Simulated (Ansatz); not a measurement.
## Molecular dynamics, step by step

SiNH5OF2, closed shell, PBE0-D4/def2-SVP (Ansatz 0.2.0). Settings (timestep in fs, temperature in K; T counts 24 degrees of freedom):

```yaml
hamiltonian: {xc: pbe0, dispersion: d4}
md: {n_steps: 60, timestep: 0.75, temperature: 1500, ensemble: nve, seed: 978, initial_velocities: maxwell_boltzmann}
```

Start, the saddle point found with PBE0-D4 in triple zeta (not stationary at another level):

Si1  (0.475, 0.617, 0.222)
O2  (0.884, -1.168, -0.426)
F3  (-0.159, 2.043, 0.690)
F4  (0.908, 0.131, 1.690)
H5  (1.440, 1.148, -0.751)
H6  (-0.336, -1.096, -0.480)
N7  (-1.126, -0.109, -0.342)
H8  (1.272, -1.767, 0.217)
H9  (-1.849, -0.099, 0.368)
H10  (-1.507, 0.301, -1.186)
(Å)

| step | time (fs) | potential energy less the start (meV) | kinetic energy (meV) | T (K) |
| --- | --- | --- | --- | --- |
| 0 | 0.00 | 0.0 | 1551.1 | 1500 |
| 4 | 3.00 | 463.0 | 1094.9 | 1059 |
| 8 | 6.00 | 807.1 | 750.9 | 726 |
| 12 | 9.00 | 816.1 | 739.7 | 715 |
| 16 | 12.00 | 858.6 | 702.5 | 679 |
| 20 | 15.00 | 343.2 | 1205.7 | 1166 |
| 24 | 18.00 | 402.9 | 1152.2 | 1114 |
| 28 | 21.00 | 597.8 | 962.8 | 931 |
| 32 | 24.00 | 383.6 | 1165.4 | 1127 |
| 36 | 27.00 | 564.3 | 994.6 | 962 |
| 40 | 30.00 | 570.2 | 987.5 | 955 |
| 44 | 33.00 | 488.6 | 1065.3 | 1030 |
| 48 | 36.00 | 419.3 | 1143.3 | 1106 |
| 52 | 39.00 | 150.3 | 1405.0 | 1359 |
| 56 | 42.00 | 106.1 | 1447.6 | 1400 |
| 60 | 45.00 | 263.3 | 1297.6 | 1255 |

Step 12, positions (Å) and forces (eV/Å):

```
atom       x       y       z      Fx      Fy      Fz
 Si1   0.411   0.659   0.219   2.071  -4.203  -1.778
  O2   0.852  -1.176  -0.356  -0.576   0.985  -0.395
  F3  -0.088   2.013   0.690  -2.028   4.705   2.071
  F4   0.904   0.114   1.702  -0.186   0.305  -0.502
  H5   1.192   1.229  -0.875   0.841  -0.294  -0.259
  H6  -0.218  -1.282  -0.569   0.839   0.382   0.162
  N7  -1.076  -0.098  -0.394  -0.483  -1.210   0.470
  H8   1.650  -1.656  -0.251   0.859  -1.251   0.135
  H9  -1.610  -0.280   0.433  -1.068  -0.171   0.543
 H10  -1.692   0.141  -1.145  -0.268   0.750  -0.446
```

Step 40, positions (Å) and forces (eV/Å):

```
atom       x       y       z      Fx      Fy      Fz
 Si1   0.370   0.614   0.180  -0.896   2.051   1.845
  O2   1.037  -1.367  -0.267  -1.023   0.267  -2.384
  F3  -0.063   2.234   0.796   0.274  -2.734  -1.742
  F4   0.860   0.127   1.623   0.069  -0.194   0.865
  H5   1.456   0.977  -0.759  -0.419   0.163  -0.240
  H6   0.054  -1.360  -0.654   2.296  -0.402   0.189
  N7  -1.204  -0.136  -0.424   0.413   0.931   1.636
  H8   1.690  -1.261  -1.029  -1.536  -0.435   1.269
  H9  -1.848  -0.540   0.326   1.356   0.701  -0.966
 H10  -1.662   0.745  -0.680  -0.534  -0.350  -0.473
```

Step 48, positions (Å) and forces (eV/Å):

| atom | x | y | z | Fx | Fy | Fz |
| --- | --- | --- | --- | --- | --- | --- |
| Si1 | 0.335 | 0.646 | 0.221 | -1.082 | 3.058 | -1.568 |
| O2 | 1.105 | -1.476 | -0.293 | 1.911 | -0.294 | 1.946 |
| F3 | -0.046 | 2.216 | 0.771 | -0.045 | -1.626 | -1.072 |
| F4 | 0.842 | 0.135 | 1.596 | 0.698 | -1.039 | 2.351 |
| H5 | 1.440 | 1.073 | -0.802 | -1.064 | -0.698 | 0.631 |
| H6 | 0.273 | -1.408 | -0.669 | -3.432 | -0.493 | -1.647 |
| N7 | -1.219 | -0.081 | -0.412 | 2.503 | 1.542 | -0.357 |
| H8 | 1.638 | -1.060 | -0.941 | 1.329 | 0.331 | -1.194 |
| H9 | -1.741 | -0.491 | 0.315 | -0.649 | -1.225 | 1.556 |
| H10 | -1.810 | 0.712 | -0.624 | -0.169 | 0.444 | -0.646 |

Last step (60):

```tsv
atom	x (Å)	y (Å)	z (Å)
Si1	0.2534	0.7394	0.2596
O2	1.1996	-1.6179	-0.3507
F3	-0.0272	2.1606	0.7094
F4	0.8340	0.1155	1.6224
H5	1.2198	0.9429	-0.8805
H6	0.4556	-1.7660	-0.8414
N7	-1.1889	0.0405	-0.3572
H8	1.7054	-1.0140	-0.8581
H9	-1.4994	-0.5673	0.3420
H10	-1.9356	0.5941	-0.7392
```

Hardware: 4 CPU threads of an AMD EPYC, shared host. Wall time about 3.3 min.
